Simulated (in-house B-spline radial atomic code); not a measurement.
Be. Computed with a B-spline radial atomic code. Model: non-relativistic spherical atom: semilocal Troullier-Martins pseudo-atom, one channel per l, against all electrons, high spin, G0W0 and RPA with empty states to l = 8, local potential for every l without a channel, a model core (radius 0 = none) keeps its share of the functional.

What the tables leave out is listed at the end.

The pseudopotential gives back the lowest level of each angular momentum of its own functional in the configuration it was made in; a second state of the same l is only approximately right. Exact exchange, RPA and GW see the smooth pseudo-orbitals and miss the exchange with the core, for which the functional's share stands in. The column with an uncorrelated core keeps all orbitals and exact exchange, and so separates missing core correlation from pseudisation. Only the three outermost levels and the lowest empty one were computed. RPA here is direct RPA, with no exchange kernel, and its energies carry an (l + 1/2)⁻⁴ tail. A hybrid on a potential with a model core restores only its own semilocal share of the core's exchange.

Command:
```bash
python run_psgw.py task.json out
```
Settings (lengths in bohr, energies in hartree):
```
Z                      4
electrons              4
configuration          [He] 2s2
generated_in           [He] 2s2
functional             pbe,pbe
core_shells            1
radius_factor          0.8
core_correction        True
ion_configuration      [He] 2s1
```

Time taken, with all properties: 19 s on 1 thread of Arm Neoverse N1, with other jobs on the host.

Given: made with PBE; model core radius 0.977 bohr; local radius 1.675 bohr; mean-field start PBE.

Valence shells of the generating configuration: 2s.

Channel: s 1.632, p 1.92 (radii in bohr).

Computed: largest level miss in the spin-unpolarised generating configuration 0.001 eV; valence RPA correlation energy all-electron orbitals -0.088271 hartree; valence RPA correlation energy pseudo -0.092086 hartree; all-electron RPA polarisability, core included 31.764 bohr³; ionisation by mean-field all-electron 8.9969 eV; ionisation by mean-field pseudo minus all -0.004 eV; ionisation by RPA all-electron 9.6175 eV.

| level | occupied | mean-field all-electron (eV) | mean-field pseudo minus all (eV) | G0W0 all-electron (eV) | G0W0 uncorrelated core minus all (eV) | G0W0 pseudo minus all (eV) | exchange self-energy all-electron (eV) | exchange self-energy pseudo (eV) |
| --- | --- | --- | --- | --- | --- | --- | --- | --- |
| 2s | 1 | -5.6088 | -0.001 | -8.9502 | 0.043 | -0.06 | -10.335 | -9.4795 |

(1) What is the ionisation by RPA pseudo minus all?

(2) What is the pseudo-atom RPA polarisability?

Given: mean-field start PBE0.

Computed: valence RPA correlation energy all-electron orbitals -0.072967 hartree; valence RPA correlation energy pseudo -0.075741 hartree; all-electron RPA polarisability, core included 27.016 bohr³; ionisation by mean-field all-electron 8.9712 eV; ionisation by RPA all-electron 9.3925 eV; ionisation by RPA pseudo minus all 0.097 eV.

```csv
level,occupied,mean-field all-electron (eV),mean-field pseudo minus all (eV),G0W0 all-electron (eV),G0W0 uncorrelated core minus all (eV),G0W0 pseudo minus all (eV),exchange self-energy all-electron (eV),exchange self-energy pseudo (eV)
2s,1,-6.4924,0.014,-9.1518,0.047,-0.034,-10.284,-9.448
```

(3) What is the ionisation by mean-field pseudo minus all?

(4) What is the pseudo-atom RPA polarisability?

## Answers

(1) 0.179 eV.

(2) 31.666 bohr³.

(3) -0.022 eV.

(4) 27.167 bohr³.

Among the listed levels the largest G0W0 shift of the pseudo-atom is -0.06 eV, for 2s on the PBE start, while leaving the core uncorrelated moves that level by +0.04 eV. The rest, -0.10 eV, comes from pseudisation and the lost core exchange. Not in the tables (levels of low weight, unsolved or above zero; the highest and the empty levels are kept at any weight): on PBE the G0W0 levels 2p (pseudo minus all -0.08 eV, weights 0.83 and 0.83); on PBE0 the G0W0 levels 2p (pseudo minus all -0.04 eV, weights 0.90 and 0.90); no Hartree-Fock pseudo-atom is run with a model core.
